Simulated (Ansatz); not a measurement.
Worked example: C2H8GeS → GeH2(CH3)S + CH3

Gas-phase species: C2H8GeS `C[S][GeH2][CH3]`, singlet; GeH2(CH3)S, doublet; CH3 (methyl radical) `[CH3]`, doublet. 

Shapes, held fixed at every level: PBE0-D4/def2-TZVP. Flexible molecules stand in one conformer, not always the lowest. Programs: Ansatz 0.2.0. The zero-point and thermal change to 298 K, harmonic and unscaled (PBE0-D4/def2-TZVP), is -18.3 kJ/mol.

At CCSD(T)/def2-TZVPP; 1 Eh = 2625.50 kJ/mol:

| species | energy (Eh) |
| --- | --- |
| C2H8GeS | -2554.241059 |
| GeH2(CH3)S | -2514.359629 |
| CH3 | -39.761719 |

Q: Work out ΔH(298 K) of the reaction at this level.

A: 
1. Products less reactants: (-2514.359629) + (-39.761719) − [(-2554.241059)] = 0.119711 Eh = +314.3 kJ/mol.
2. With the thermal change: +314.3 + (-18.3) = +296.0 kJ/mol.

Other levels give +165.4 (HF/def2-TZVPP) to +375.2 kJ/mol (SPW92/def2-TZVPP). No measured value is set beside it here. Open shells run unrestricted. Relativity is left out for Ge. Outer-core shells of Ge are correlated, in sets that cover them unevenly.
